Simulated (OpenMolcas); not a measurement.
Mn3+ among 5 point charges of -2.5 e arranged as a trigonal bipyramid (D3h), 1.93 Å from the ion, with the axial distance 1.891 Å.

```json
{
  "Program": "OpenMolcas",
  "Method": "CASSCF",
  "Basis": "ANO-RCC-VTZP [6s5p3d2f1g]",
  "Scalar Hamiltonian": "DKH2, point nucleus",
  "Active space": "4 electrons in 5 orbitals (3d)",
  "State averaging": "2S+1 = 5 even, 5 roots; 2S+1 = 3 even, 45 roots; 2S+1 = 1 even, 50 roots",
  "Spin-orbit coupling": "RASSI with atomic mean-field integrals over the reference wave functions"
}
```

What is the spin-free ground state (labels of D3, the rotations of D3h)?

5A1, 1-fold in its orbital part, 100 % from free-ion D terms; it has the highest spin that d4 allows.

Where is the first state of the same spin?

5E at 5500 cm-1 above the ground state.

What are the lowest two levels with spin-orbit coupling?

A 1-fold level A1, then a 2-fold level E 6.8 cm-1 above it. Their leading multiplicities are 5 (100 %) and 5 (100 %).

What is χT at 300 K, and how does it compare with the textbook value?

The lowest level has 2S+1 = 5, for which the spin-only value is χT = S(S+1) / 2 = 3.000 cm3 K/mol (g = 2). The computed 2.853 at 300 K differs by -0.147, through orbital momentum, spin-orbit coupling and any other state in reach.

Without dynamic correlation the repulsion within the d shell is too large (B by tens of per cent), so at a given field states of lower spin stand too high. Point charges carry no covalency, so the field is a model and not that of real ligands. No measured value stands beside these numbers.
